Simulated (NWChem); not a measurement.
System: CH5AlBrN; SMILES [CH3][Al]([Br])[NH2]

Parts of the log:

```
             Northwest Computational Chemistry Package (NWChem) 7.3.0
             --------------------------------------------------------

 C1  symmetry detected

                             Geometry "geometry" -> ""
                             -------------------------

 Output coordinates in angstroms (scale by  1.889725989 to convert to a.u.)

  No.       Tag          Charge          X              Y              Z
 ---- ---------------- ---------- -------------- -------------- --------------
    1 Al                  13.0000     0.05217605     0.95489940     0.00040235
    2 Br                  35.0000    -0.04032755    -1.30882086     0.00003430
    3 C                    6.0000    -1.63498758     1.99436459    -0.00005702
    4 H                    1.0000    -1.73473506     2.59833730    -0.90629754
    5 H                    1.0000    -1.67501677     2.69271610     0.84035931
    6 H                    1.0000    -2.52192249     1.35498499     0.06291664
    7 N                    7.0000     1.70685550     1.59572170     0.00014886
    8 H                    1.0000     1.97099407     2.57156987     0.00073510
    9 H                    1.0000     2.55579298     1.04119028    -0.00484458

 Effective nuclear repulsion energy (a.u.)     288.3761240508

                                Z-matrix (autoz)
                                --------

 Units are Angstrom for bonds and degrees for angles

[...]

      ----------------------
      Optimization converged
      ----------------------

  Step       Energy      Delta E   Gmax     Grms     Xrms     Xmax
  ---- ---------------- -------- -------- -------- -------- --------
@    7   -2912.28886277 -1.9D-07  0.00009  0.00002  0.00047  0.00108
                                     ok       ok       ok       ok

                                Z-matrix (autoz)
                                --------

 Units are Angstrom for bonds and degrees for angles

      Type          Name      I     J     K     L     M      Value     Gradient
      ----------- --------  ----- ----- ----- ----- ----- ---------- ----------
    1 Stretch                  1     2                       2.29179    0.00009
    2 Stretch                  1     3                       1.95601   -0.00001
    3 Stretch                  1     7                       1.77558   -0.00007
    4 Stretch                  3     4                       1.09720   -0.00001
    5 Stretch                  3     5                       1.09707   -0.00001
    6 Stretch                  3     6                       1.09481   -0.00001
    7 Stretch                  7     8                       1.01290    0.00000
    8 Stretch                  7     9                       1.01264   -0.00000
    9 Bend                     1     3     4               111.05102   -0.00001
   10 Bend                     1     3     5               111.17224   -0.00001
   11 Bend                     1     3     6               111.70703    0.00001
   12 Bend                     1     7     8               124.72243   -0.00001
   13 Bend                     1     7     9               124.58600    0.00000
   14 Bend                     2     1     3               121.32926    0.00000
   15 Bend                     2     1     7               115.10877   -0.00003
   16 Bend                     3     1     7               123.56189    0.00003
   17 Bend                     4     3     5               107.16585   -0.00000
   18 Bend                     4     3     6               107.70633    0.00001
   19 Bend                     5     3     6               107.83683    0.00000
   20 Bend                     8     7     9               110.69148    0.00001
   21 Torsion                  2     1     3     4        -116.33642   -0.00002
   22 Torsion                  2     1     3     5         124.44061   -0.00001
   23 Torsion                  2     1     3     6           3.92729   -0.00001
   24 Torsion                  2     1     7     8        -179.93127   -0.00000
   25 Torsion                  2     1     7     9           0.18717    0.00000
   26 Torsion                  3     1     7     8           0.17569   -0.00001
   27 Torsion                  3     1     7     9        -179.70588    0.00000
   28 Torsion                  4     3     1     7          63.55020   -0.00002
   29 Torsion                  5     3     1     7         -55.67277   -0.00000
   30 Torsion                  6     3     1     7        -176.18609   -0.00001

                         Geometry "geometry" -> "geometry"
                         ---------------------------------

 Output coordinates in angstroms (scale by  1.889725989 to convert to a.u.)

  No.       Tag          Charge          X              Y              Z
 ---- ---------------- ---------- -------------- -------------- --------------
    1 Al                  13.0000     0.03479380     0.91878356     0.00030593
    2 Br                  35.0000    -0.05066345    -1.37140443    -0.00379165
    3 C                    6.0000    -1.59693082     1.99741792     0.00043637
    4 H                    1.0000    -1.67420798     2.59531743    -0.91629399
    5 H                    1.0000    -1.60933072     2.69708985     0.84534357
    6 H                    1.0000    -2.49440059     1.37404747     0.06804720
    7 N                    7.0000     1.66956356     1.61175402     0.00034954
    8 H                    1.0000     1.87584407     2.60342261     0.00299666
    9 H                    1.0000     2.52416130     1.06853494    -0.00399621

 Effective nuclear repulsion energy (a.u.)     286.6518146112

                Final and change from initial internal coordinates
                --------------------------------------------------

                                Z-matrix (autoz)
                                --------

 Units are Angstrom for bonds and degrees for angles

[...]

 Rotational Constants
 --------------------
 A=   0.181054 cm-1  (  0.260491 K)
 B=   0.060794 cm-1  (  0.087467 K)
 C=   0.045901 cm-1  (  0.066041 K)

 Temperature                      =   298.15K
 frequency scaling parameter      =   1.0000

 Zero-Point correction to Energy  =   39.444 kcal/mol  (  0.062858 au)
 Thermal correction to Energy     =   43.365 kcal/mol  (  0.069106 au)
 Thermal correction to Enthalpy   =   43.957 kcal/mol  (  0.070050 au)

 Total Entropy                    =   80.366 cal/mol-K
   - Translational                =   40.659 cal/mol-K (mol. weight = 137.9402)
   - Rotational                   =   27.547 cal/mol-K (symmetry #  =        1)
   - Vibrational                  =   12.160 cal/mol-K

 Cv (constant volume heat capacity) =   20.542 cal/mol-K
   - Translational                  =    2.979 cal/mol-K
   - Rotational                     =    2.979 cal/mol-K
   - Vibrational                    =   14.583 cal/mol-K

[normal modes left out]

 ----------------------------------------------------------------------------
 Normal Eigenvalue ||           Projected Infra Red Intensities
  Mode   [cm**-1]  || [atomic units] [(debye/angs)**2] [(KM/mol)] [arbitrary]
 ------ ---------- || -------------- ----------------- ---------- -----------
    1      -72.081 ||    0.000002           0.000         0.002       0.001
    2       -0.000 ||    0.000596           0.014         0.581       0.200
    3       -0.000 ||    0.000017           0.000         0.017       0.006
    4       -0.000 ||    0.000838           0.019         0.816       0.281
    5        0.000 ||    0.000515           0.012         0.502       0.173
    6        0.000 ||    0.000385           0.009         0.376       0.129
    7        0.000 ||    0.000116           0.003         0.113       0.039
    8      144.767 ||    0.003391           0.078         3.306       1.139
    9      165.989 ||    0.001555           0.036         1.516       0.522
   10      192.093 ||    0.012889           0.297        12.565       4.328
   11      356.975 ||    0.036104           0.833        35.196      12.125
   12      363.415 ||    0.039284           0.906        38.296      13.192
   13      407.603 ||    0.170537           3.934       166.247      57.270
   14      608.833 ||    0.005586           0.129         5.445       1.876
   15      663.898 ||    0.043946           1.014        42.841      14.758
   16      700.604 ||    0.033222           0.766        32.387      11.157
   17      766.376 ||    0.186570           4.304       181.878      62.654
   18      850.779 ||    0.128719           2.970       125.481      43.226
   19     1281.411 ||    0.013782           0.318        13.435       4.628
   20     1489.262 ||    0.001001           0.023         0.976       0.336
   21     1492.964 ||    0.002619           0.060         2.553       0.880
   22     1605.851 ||    0.056455           1.302        55.035      18.959
   23     3043.268 ||    0.004854           0.112         4.731       1.630
   24     3109.706 ||    0.009311           0.215         9.077       3.127
   25     3132.536 ||    0.008030           0.185         7.828       2.697
   26     3568.229 ||    0.023902           0.551        23.301       8.027
   27     3659.898 ||    0.019776           0.456        19.279       6.641
 ----------------------------------------------------------------------------

 ===============================================================================
      Negative Nuclear Hessian Mode    1  Eigenvalue =    -72.08 cm**(-1)
 -------------------------------------------------------------------------------
   Raw step length:  0.523 angstroms ;  The Raw step for this mode is:
    1 Al                  13.0000    -0.00039221    -0.00008254    -0.00651774
    2 Br                  35.0000     0.00017690    -0.00014218     0.00384787
    3 C                    6.0000    -0.00002984     0.00085852     0.00328087
    4 H                    1.0000     0.14316389     0.23340186     0.14316838
    5 H                    1.0000    -0.13009062    -0.21267736     0.17860362
    6 H                    1.0000    -0.01099541    -0.01476110    -0.28751354
    7 N                    7.0000    -0.00033700    -0.00015544    -0.01266915
    8 H                    1.0000    -0.00013467    -0.00016241    -0.02510943
    9 H                    1.0000    -0.00043250    -0.00037908    -0.00281172

  Geometry after  100.0% step for mode  1; Step length =  0.523 angstroms
   Maximum component (any atom: x,y, or z) displacement:  0.543
    1 Al                  13.0000     0.03440159     0.91870101    -0.00621181
    2 Br                  35.0000    -0.05048655    -1.37154661     0.00005622
    3 C                    6.0000    -1.59696066     1.99827644     0.00371724
    4 H                    1.0000    -1.53104409     2.82871929    -0.77312561
    5 H                    1.0000    -1.73942135     2.48441249     1.02394718
    6 H                    1.0000    -2.50539601     1.35928637    -0.21946634
    7 N                    7.0000     1.66922655     1.61159858    -0.01231961
    8 H                    1.0000     1.87570940     2.60326020    -0.02211277
    9 H                    1.0000     2.52372880     1.06815586    -0.00680793

  Geometry after -100.0% step for mode  1; Step length =  0.523 angstroms
   Maximum component (any atom: x,y, or z) displacement:  0.543
    1 Al                  13.0000     0.03518600     0.91886610     0.00682367
    2 Br                  35.0000    -0.05084035    -1.37126224    -0.00763952
    3 C                    6.0000    -1.59690098     1.99655940    -0.00284450
    4 H                    1.0000    -1.81737188     2.36191557    -1.05946237
    5 H                    1.0000    -1.47924010     2.90976721     0.66673995
    6 H                    1.0000    -2.48340518     1.38880858     0.35556075
    7 N                    7.0000     1.66990056     1.61190946     0.01301869
    8 H                    1.0000     1.87597874     2.60358501     0.02810608
    9 H                    1.0000     2.52459380     1.06891402    -0.00118449

  Geometry after   50.0% step for mode  1; Step length =  0.261 angstroms
   Maximum component (any atom: x,y, or z) displacement:  0.272
    1 Al                  13.0000     0.03459769     0.91874228    -0.00295294
    2 Br                  35.0000    -0.05057500    -1.37147552    -0.00186771
    3 C                    6.0000    -1.59694574     1.99784718     0.00207680
    4 H                    1.0000    -1.60262603     2.71201836    -0.84470980
    5 H                    1.0000    -1.67437604     2.59075117     0.93464537
    6 H                    1.0000    -2.49989830     1.36666692    -0.07570957
    7 N                    7.0000     1.66939505     1.61167630    -0.00598503
    8 H                    1.0000     1.87577674     2.60334140    -0.00955806
    9 H                    1.0000     2.52394505     1.06834540    -0.00540207

  Geometry after  -50.0% step for mode  1; Step length =  0.261 angstroms
   Maximum component (any atom: x,y, or z) displacement:  0.272
    1 Al                  13.0000     0.03498990     0.91882483     0.00356480
    2 Br                  35.0000    -0.05075190    -1.37133334    -0.00571558
    3 C                    6.0000    -1.59691590     1.99698866    -0.00120407
    4 H                    1.0000    -1.74578993     2.47861650    -0.98787818
    5 H                    1.0000    -1.54428541     2.80342853     0.75604176
    6 H                    1.0000    -2.48890289     1.38142803     0.21180397
    7 N                    7.0000     1.66973206     1.61183174     0.00668411
    8 H                    1.0000     1.87591141     2.60350381     0.01555137
    9 H                    1.0000     2.52437755     1.06872448    -0.00259035

  Geometry after   36.8% step for mode  1; Step length =  0.192 angstroms
   Maximum component (any atom: x,y, or z) displacement:  0.200
    1 Al                  13.0000     0.03464942     0.91875317    -0.00209329
    2 Br                  35.0000    -0.05059833    -1.37145677    -0.00237523
    3 C                    6.0000    -1.59694180     1.99773395     0.00164408
    4 H                    1.0000    -1.62150850     2.68123405    -0.86359285
    5 H                    1.0000    -1.65721786     2.61880204     0.91108862
    6 H                    1.0000    -2.49844807     1.36861382    -0.03778825
    7 N                    7.0000     1.66943950     1.61169680    -0.00431405
    8 H                    1.0000     1.87579450     2.60336282    -0.00624627
    9 H                    1.0000     2.52400209     1.06839540    -0.00503122

  Geometry after  -36.8% step for mode  1; Step length =  0.192 angstroms
   Maximum component (any atom: x,y, or z) displacement:  0.200
    1 Al                  13.0000     0.03493817     0.91881394     0.00270514
    2 Br                  35.0000    -0.05072857    -1.37135209    -0.00520807
    3 C                    6.0000    -1.59691984     1.99710189    -0.00077134
    4 H                    1.0000    -1.72690746     2.50940081    -0.96899512
    5 H                    1.0000    -1.56144359     2.77537766     0.77959851
    6 H                    1.0000    -2.49035312     1.37948112     0.17388265
    7 N                    7.0000     1.66968761     1.61181124     0.00501313
    8 H                    1.0000     1.87589364     2.60348239     0.01223958
    9 H                    1.0000     2.52432051     1.06867448    -0.00296120

  Geometry after   18.4% step for mode  1; Step length =  0.096 angstroms
   Maximum component (any atom: x,y, or z) displacement:  0.100
    1 Al                  13.0000     0.03472161     0.91876836    -0.00089368
    2 Br                  35.0000    -0.05063089    -1.37143060    -0.00308344
    3 C                    6.0000    -1.59693631     1.99757593     0.00104022
    4 H                    1.0000    -1.64785824     2.63827574    -0.88994342
    5 H                    1.0000    -1.63327429     2.65794595     0.87821609
    6 H                    1.0000    -2.49642433     1.37133065     0.01512948
    7 N                    7.0000     1.66950153     1.61172541    -0.00198225
    8 H                    1.0000     1.87581928     2.60339271    -0.00162481
    9 H                    1.0000     2.52408170     1.06846517    -0.00451371

  Geometry after  -18.4% step for mode  1; Step length =  0.096 angstroms
   Maximum component (any atom: x,y, or z) displacement:  0.100
    1 Al                  13.0000     0.03486598     0.91879875     0.00150554
    2 Br                  35.0000    -0.05069601    -1.37137826    -0.00449986
    3 C                    6.0000    -1.59692533     1.99725991    -0.00016749
    4 H                    1.0000    -1.70055772     2.55235912    -0.94264455
    5 H                    1.0000    -1.58538716     2.73623375     0.81247104
    6 H                    1.0000    -2.49237686     1.37676430     0.12096493
    7 N                    7.0000     1.66962558     1.61178263     0.00268133
    8 H                    1.0000     1.87586886     2.60345250     0.00761812
    9 H                    1.0000     2.52424090     1.06860471    -0.00347870
```

Level: B3LYP/6-31G* (spherical d). This build's default masses of Se (78.918 u) and Br (79.917 u) are each other's, which moves their modes by up to 0.6 %. The optimisation ended at a saddle point (imaginary frequency).

**Question.** Which NWChem input produces such a log?

**Answer.** One answer among several that fit: the input that was run:
```
start job
memory heap 200 mb stack 900 mb global 1100 mb
geometry units angstroms
  Al     0.867099     0.699389     0.074841
  Br    -0.893411    -0.718438    -0.077991
  C      0.844035     2.389140    -0.960156
  H      1.653117     2.421311    -1.695245
  H      0.984059     3.257917    -0.311144
  H     -0.094938     2.535059    -1.504640
  N      2.148729     0.122347     1.157922
  H      3.015306     0.599030     1.367366
  H      2.138755    -0.750818     1.673391
end
basis spherical
  * library 6-31g*
end
dft
  xc b3lyp
  iterations 150
end
driver
  maxiter 120
end
task dft optimize
task dft freq
```
